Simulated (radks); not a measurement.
Rh+, configuration [Kr] 4d8 (the NIST ground configuration).

All-electron calculation, scalar-relativistic Kohn-Sham, r2SCAN, spin-polarised, spherical densities, finite nucleus; open shells are filled with parallel spins first (spin-orbit coupling, left out, can overturn this in heavy ions); meta-GGA in the generalised Kohn-Sham scheme; Fermi nuclear charge, rms radius 4.4945 fm. Program: a radial shooting solver on a logarithmic mesh with Libxc functionals.

Energy parts (hartree):
| part | energy |
|---|---|
| total | -4784.45211 |
| kinetic | 4955.09894 |
| electron-nucleus | -11536.37552 |
| Hartree | 1935.70013 |
| exchange-correlation | -138.87566 |

Orbitals (lengths in bohr, moments of r in powers of bohr):
orbital	occ.	eigenvalue (hartree)	<r^2>	<r^4>
1s down	1	-848.6573	0.001439	5.377e-06
1s up	1	-848.6569	0.001439	5.377e-06
2s up	1	-123.7625	0.02372	0.0009695
2s down	1	-123.7464	0.02372	0.0009693
2p up	3	-110.8420	0.01870	0.0006960
2p down	3	-110.8302	0.01870	0.0006958
3s up	1	-22.54798	0.1738	0.04650
3s down	1	-22.54401	0.1738	0.04649
3p up	3	-18.26439	0.1766	0.05048
3p down	3	-18.25872	0.1766	0.05044
3d up	5	-11.43500	0.1640	0.05106
3d down	5	-11.42285	0.1639	0.05097
4s up	1	-3.42346	1.102	1.835
4s down	1	-3.36080	1.097	1.821
4p up	3	-2.21921	1.354	2.912
4p down	3	-2.15232	1.350	2.903
4d up	5	-0.52902	2.813	16.20
4d down	3	-0.46426	2.972	18.91

The highest occupied level is 4d down at -12.633 eV. Summed over all electrons, <r^2> = 36.50 bohr^2, which gives a Langevin (diamagnetic) susceptibility term of -28.9 x 10^-6 cm^3/mol. Spin moment in Bohr magnetons: 2. The density falls to 0.001 e/bohr^3 at r = 3.71 bohr.
